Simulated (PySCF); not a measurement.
Proton-shift isomers of CC(N)=S. Gas-phase values, no solvent. One relaxed conformer stands for each flexible species; it need not be the lowest. Strings in code marks are SMILES.

Calculation: PySCF 2.14.0 with r2SCAN-D4/def2-TZVP. Delta-SCF ions had no search for a lower state. 

```
species                                 LUMO (eV)  vertical ionisation energy (Delta-SCF) (eV)
-------------------------------------  ----------  -------------------------------------------
`CC(N)=S`                              (withheld)                                         8.23
`C=C(N)S`                                   -0.45                                         8.16
`C/C(S)=N/[H]` (N–C–S–H torsion 180°)       -1.00                                         9.52
```

Problem. Some entries are withheld; supply them.

Solution. 
- `CC(N)=S`, LUMO (eV): -1.60
